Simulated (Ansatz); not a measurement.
Geometry optimisation, Ansatz 0.2.0, RKS PBE/def2-SVP.

input.yaml

```yaml
crystal:
  periodic: [false, false, false]
  atoms:
    - { symbol: F, position_ang: [-1.87782, 0.02575, 1.77425] }
    - { symbol: In, position_ang: [-1.65209, 0.51524, -0.13102] }
    - { symbol: C, position_ang: [0.1644, -0.6695, -0.76738] }
    - { symbol: B, position_ang: [1.3794, 0.20307, -0.35877] }
    - { symbol: S, position_ang: [1.89954, 0.31778, 1.3271] }
    - { symbol: H, position_ang: [-2.87939, 1.65237, -0.60006] }
    - { symbol: H, position_ang: [0.05936, -0.8959, -1.82682] }
    - { symbol: H, position_ang: [-0.02249, -1.55755, -0.16069] }
    - { symbol: H, position_ang: [1.98478, 0.84247, -1.13102] }
    - { symbol: H, position_ang: [0.94431, -0.43373, 1.87439] }
basis:
  gaussian: { orbitals: def2-SVP }
hamiltonian:
  xc: pbe
relax:
  f_tol: 0.015
  max_steps: 40
```

Launched with:

```bash
$ ansatz run input.yaml --threads 2 --pin off --max-ram 3072MiB --backend cpu --events-out ev --progress --plain --runs-dir out
```

**Question.** Where does it end, and by what steps?

**Answer.** It converged. After 16 steps the energy has fallen by 0.170 eV; H10 moved furthest, 0.63 Å.

```json
{"step": "0", "energy less start (eV)": "0.0000", "largest force component (eV/Å)": "1.017", "accepted": "yes"}
{"step": "1", "energy less start (eV)": "-0.1094", "largest force component (eV/Å)": "0.461", "accepted": "yes"}
{"step": "2", "energy less start (eV)": "-0.1212", "largest force component (eV/Å)": "0.346", "accepted": "yes"}
{"step": "3", "energy less start (eV)": "-0.1320", "largest force component (eV/Å)": "0.082", "accepted": "yes"}
{"step": "4", "energy less start (eV)": "-0.1377", "largest force component (eV/Å)": "0.054", "accepted": "yes"}
{"step": "5", "energy less start (eV)": "-0.1545", "largest force component (eV/Å)": "0.176", "accepted": "yes"}
{"step": "6", "energy less start (eV)": "-0.1631", "largest force component (eV/Å)": "0.307", "accepted": "yes"}
{"step": "7", "energy less start (eV)": "-0.1662", "largest force component (eV/Å)": "0.144", "accepted": "yes"}
{"step": "8", "energy less start (eV)": "-0.1680", "largest force component (eV/Å)": "0.080", "accepted": "yes"}
{"step": "9", "energy less start (eV)": "-0.1683", "largest force component (eV/Å)": "0.050", "accepted": "yes"}
{"step": "10", "energy less start (eV)": "-0.1687", "largest force component (eV/Å)": "0.022", "accepted": "yes"}
{"step": "11", "energy less start (eV)": "-0.1689", "largest force component (eV/Å)": "0.024", "accepted": "yes"}
{"step": "12", "energy less start (eV)": "-0.1691", "largest force component (eV/Å)": "0.016", "accepted": "yes"}
{"step": "13", "energy less start (eV)": "-0.1696", "largest force component (eV/Å)": "0.028", "accepted": "yes"}
{"step": "14", "energy less start (eV)": "-0.1697", "largest force component (eV/Å)": "0.019", "accepted": "yes"}
{"step": "15", "energy less start (eV)": "-0.1697", "largest force component (eV/Å)": "0.016", "accepted": "yes"}
{"step": "16", "energy less start (eV)": "-0.1697", "largest force component (eV/Å)": "0.006", "accepted": "yes"}
```

```xyz
10
Properties=species:S:1:pos:R:3
F -1.504 -0.256 1.819
In -1.482 0.474 -0.068
C 0.133 -0.747 -0.886
B 1.313 0.133 -0.386
S 1.572 0.598 1.345
H -2.610 1.753 -0.292
H 0.065 -0.927 -1.973
H -0.048 -1.672 -0.301
H 2.097 0.668 -1.150
H 0.465 -0.024 1.891
```

Run time: 56 s on 2 threads of Arm Neoverse V1 (shared host), peak memory 0.18 GiB.
